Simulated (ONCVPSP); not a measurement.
niobium (Nb): ONCV pseudisation with PBE, fully relativistic reference atom.

- Element: niobium (Nb)
- Generator: ONCVPSP 4.0.1
- Type: optimised norm-conserving Vanderbilt (ONCV)
- Functional: PBE
- Relativity: fully relativistic
- Frozen core: [Ar] 3d10
- Valence charge: 13
- Reference configuration: 4s2 4p6 4d4 (charge +1)
- Partial waves: 4s: rc 1.90 bohr, ncon 4, nbas 8, qcut 5.3 1/bohr, 2 projectors, debl 1.1 Ha; 4p: rc 1.90 bohr, ncon 4, nbas 8, qcut 7.1 1/bohr, 2 projectors, debl 3.9 Ha; 4d: rc 2.55 bohr, ncon 3, nbas 8, qcut 6.8 1/bohr, 3 projectors, debl 2.6 Ha; f scattering state at 0.02 Ha: rc 1.95 bohr, ncon 4, nbas 8, qcut 6.1 1/bohr, 3 projectors, debl 3.8 Ha
- Local potential: polynomial inside 1.90 bohr (lpopt 5, dvloc0 6 Ha)
- Core correction: polynomial model core, fcfact 0.65

Open shells are filled in proportion to 2j + 1.

In the s channel the program set the typed energies aside and used -2.381, 0.250 Ha.

Question: Does the generator finish with these settings?

Answer: Yes, a potential is produced and its reference levels are reproduced.

Question: Estimate the cutoffs (Ha) at which the residual kinetic energy of the hardest occupied pseudo-wave falls to 1 and 0.1 mHa per electron.

Answer: 13 Ha and 16 Ha. The cutoffs count occupied waves only; projector 2 of the f channel, the hardest unoccupied one, needs 82 Ha at the loose tolerance.

Question: Does the potential have ghost states?

Answer: No bound ghost flagged; no localised positive-energy state flagged.

Question: Which valence shell sets the plane-wave cutoff?

Answer: 4d: 13 Ha for 1 mHa per electron, against 11 Ha for 4s.

Question: Tests: 4s2 4p6 4d4 5s1; 4s2 4p6 4d3; 4s2 4p6 4d2; 4s2 4p6 4d1. Which has the largest error in its energy relative to the reference configuration, and how large is it?

Answer: 4s2 4p6 4d1, with +173 meV (all-electron minus pseudo) on +75.66 eV.
